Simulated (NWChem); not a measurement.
System: C₂H₄ClFSi; SMILES F/C=C\[SiH2]Cl

Input file for NWChem:

```
start job
memory heap 200 mb stack 900 mb global 1100 mb
geometry units angstroms noautoz
  F      0.509363    -2.679655     0.000000
  C     -0.714256    -2.114272     0.000000
  C     -0.870551    -0.782491     0.000000
  Si     0.585736     0.394615     0.000000
  Cl    -0.169813     2.339088     0.000000
  H     -1.515004    -2.874516     0.000000
  H     -1.902776    -0.397667     0.000000
  H      1.436190     0.221159    -1.224054
  H      1.436190     0.221159     1.224054
end
basis spherical
  F library 6-31g*
  C library 6-31g*
  Si library 6-31g*
  Cl library 6-31g*
  H library 6-31g*
end
dft
  xc n12
  iterations 150
  mulliken
end
task dft energy
```

Coordinates come from a PBE-D3(BJ)/def2-SVP optimisation.

### Question
Predict the main results of this run. (N12/6-31G* (spherical d).) Quantities: energy (Ha); highest occupied level (eV); orbital gap (eV); dipole (D).

### Answer
| Item | Value |
|---|---|
| energy (Ha) | -928.03 |
| highest occupied level (eV) | -6.40 |
| orbital gap (eV) | 5.13 |
| dipole (D) | 2.21 |
